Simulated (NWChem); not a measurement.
Program: NWChem. System: H₂GeO, charge 1, spin multiplicity 2, at the geometry of a parent with another charge or spin, in a state set for the comparison that need not be this species' ground state. Its SCF solution wasn't tested for a lower state.

Job file:

```
start mol
memory heap 200 mb stack 900 mb global 1100 mb
charge 1
geometry units angstroms nocenter noautoz
  Ge     0.243104     0.308776     0.000000
  H      1.466764    -0.754150     0.000000
  O     -1.060820    -0.912330     0.000000
  H     -0.759540    -1.828036     0.000000
  symmetry group Cs
end
basis spherical
  * library sto-3g
end
dft
  xc xpbe96 cpbe96
  odft
  mult 2
  semidirect memsize 60000000 filesize 0
  iterations 100
end
task dft energy
```

The output up to the point where the run's verdict is printed (cleaned and shortened):

```
             Northwest Computational Chemistry Package (NWChem) 7.3.0
             --------------------------------------------------------

                                NWChem Input Module
                                -------------------

 Scaling coordinates for geometry "geometry" by  1.889725989
 (inverse scale =  0.529177249)

 Turning off AUTOSYM since
 SYMMETRY directive was detected!

                             Geometry "geometry" -> ""
                             -------------------------

 Output coordinates in angstroms (scale by  1.889725989 to convert to a.u.)

  No.       Tag          Charge          X              Y              Z
 ---- ---------------- ---------- -------------- -------------- --------------
    1 Ge                  32.0000     0.24310400     0.30877600     0.00000000
    2 H                    1.0000     1.46676400    -0.75415000     0.00000000
    3 O                    8.0000    -1.06082000    -0.91233000     0.00000000
    4 H                    1.0000    -0.75954000    -1.82803600     0.00000000

 Effective nuclear repulsion energy (a.u.)      99.7314835142

            Nuclear Dipole moment (a.u.)
            ----------------------------
        X                 Y               Z
 ---------------- ---------------- ----------------
    -0.0000151178     0.0000113384     0.0000000000

      Symmetry information
      --------------------

 Group name             Cs
 Group number              2
 Group order               2
 No. of unique centers     4

      Symmetry unique atoms

     1    2    3    4


 Summary of "ao basis" -> "" (spherical)
 ------------------------------------------------------------------------------
       Tag                 Description            Shells   Functions and Types
 ---------------- ------------------------------  ------  ---------------------
 *                           sto-3g                   on all atoms

  pbe96 is a nonlocal functional; adding pw91lda local functional.

                                 NWChem DFT Module
                                 -----------------

 Summary of "ao basis" -> "ao basis" (spherical)
[...]
 d= 0,ls=0.5,diis    75  -2127.6494080246 -1.83D-06  1.61D-05  6.78D-06     6.5
                                                     4.46D-05  6.75D-06
 d= 0,ls=0.5,diis    76  -2127.6494095608 -1.54D-06  1.92D-05  6.04D-06     6.6
                                                     4.29D-05  6.24D-06
 d= 0,ls=0.5,diis    77  -2127.6494112281 -1.67D-06  1.38D-05  5.00D-06     6.7
                                                     4.12D-05  5.44D-06
 d= 0,ls=0.5,diis    78  -2127.6494126184 -1.39D-06  1.44D-05  4.23D-06     6.8
                                                     4.16D-05  4.78D-06
 d= 0,ls=0.5,diis    79  -2127.6494141161 -1.50D-06  1.58D-05  3.39D-06     6.9
                                                     4.37D-05  3.95D-06
 d= 0,ls=0.5,diis    80  -2127.6494155699 -1.45D-06  1.90D-05  2.66D-06     6.9
                                                     4.43D-05  3.25D-06
 d= 0,ls=0.5,diis    81  -2127.6494170311 -1.46D-06  1.53D-05  1.80D-06     7.0
                                                     4.40D-05  2.44D-06
 d= 0,ls=0.5,diis    82  -2127.6494182780 -1.25D-06  1.03D-05  1.15D-06     7.1
                                                     4.17D-05  1.75D-06
 d= 0,ls=0.5,diis    83  -2127.6494192219 -9.44D-07  3.00D-06  7.68D-07     7.2
                                                     3.78D-05  1.32D-06
 d= 0,ls=0.5,diis    84  -2127.6494198392 -6.17D-07  7.43D-06  6.59D-07     7.3
                                                     3.35D-05  1.16D-06
 d= 0,ls=0.5,diis    85  -2127.6494202475 -4.08D-07  6.46D-06  6.72D-07     7.4
                                                     3.14D-05  1.13D-06
 d= 0,ls=0.5,diis    86  -2127.6494206354 -3.88D-07  6.38D-06  6.32D-07     7.4
                                                     2.95D-05  1.05D-06
 d= 0,ls=0.5,diis    87  -2127.6494209563 -3.21D-07  9.01D-06  6.38D-07     7.5
                                                     2.71D-05  1.02D-06
 d= 0,ls=0.5,diis    88  -2127.6494212104 -2.54D-07  5.94D-06  6.84D-07     7.6
                                                     2.57D-05  1.02D-06
 d= 0,ls=0.5,diis    89  -2127.6494214699 -2.60D-07  7.88D-06  6.86D-07     7.7
                                                     2.37D-05  9.92D-07
 d= 0,ls=0.5,diis    90  -2127.6494216656 -1.96D-07  6.43D-06  7.27D-07     7.8
                                                     2.25D-05  1.00D-06
 d= 0,ls=0.5,diis    91  -2127.6494218720 -2.06D-07  5.09D-06  7.36D-07     7.9
                                                     2.15D-05  9.73D-07
 d= 0,ls=0.5,diis    92  -2127.6494220714 -1.99D-07  6.15D-06  7.30D-07     7.9
                                                     2.13D-05  9.41D-07
 d= 0,ls=0.5,diis    93  -2127.6494222941 -2.23D-07  6.08D-06  6.84D-07     8.0
                                                     2.23D-05  8.44D-07
 d= 0,ls=0.5,diis    94  -2127.6494225546 -2.60D-07  5.42D-06  6.06D-07     8.1
                                                     2.21D-05  6.94D-07
 d= 0,ls=0.5,diis    95  -2127.6494228013 -2.47D-07  5.47D-06  5.32D-07     8.2
                                                     1.96D-05  5.66D-07
 d= 0,ls=0.5,diis    96  -2127.6494229613 -1.60D-07  3.79D-06  5.16D-07     8.3
                                                     1.84D-05  5.27D-07
 d= 0,ls=0.5,diis    97  -2127.6494231136 -1.52D-07  6.37D-06  4.86D-07     8.4
                                                     1.68D-05  4.83D-07
 d= 0,ls=0.5,diis    98  -2127.6494232038 -9.01D-08  4.75D-06  5.10D-07     8.4
                                                     1.69D-05  4.80D-07
 d= 0,ls=0.5,diis    99  -2127.6494233408 -1.37D-07  3.09D-06  4.70D-07     8.5
                                                     1.67D-05  4.37D-07
 d= 0,ls=0.5,diis   100  -2127.6494234955 -1.55D-07  2.39D-06  3.93D-07     8.6
                                                     1.59D-05  3.63D-07
```

Convergence was not reached. The next line reads: Calculation failed to converge. NWChem stopped with the message: dft energy failed.
